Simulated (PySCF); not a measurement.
Computed shifts of a molecule C4H6S, KT2/pcSseg-1 run with PySCF, GIAO, gas phase, atoms alike by connectivity averaged where their shifts nearly agree, in ppm (number of nuclei): ¹³C: 148.0 (1), 102.9 (1), 44.9 (1), 30.1 (1). ¹H: 5.37 (1), 5.05 (1), 3.82 (2), 3.34 (2). References: ¹³C against TMS (σ = 185.1 ppm); ³³S against H2S (σ = 723.0 ppm); ¹H against TMS (σ = 31.47 ppm), references at their B3LYP-D3(BJ)/def2-TZVP geometries, non-relativistic. The structure is a stationary point at B3LYP-D3(BJ)/def2-SVP. The values are those of a single conformer.

Problem. Pick the molecule that these values belong to.
A) C=C1CCS1
B) C#C[C@H](C)S
C) C=C=CSC
D) CC#CCS

Solution. A, C=C1CCS1
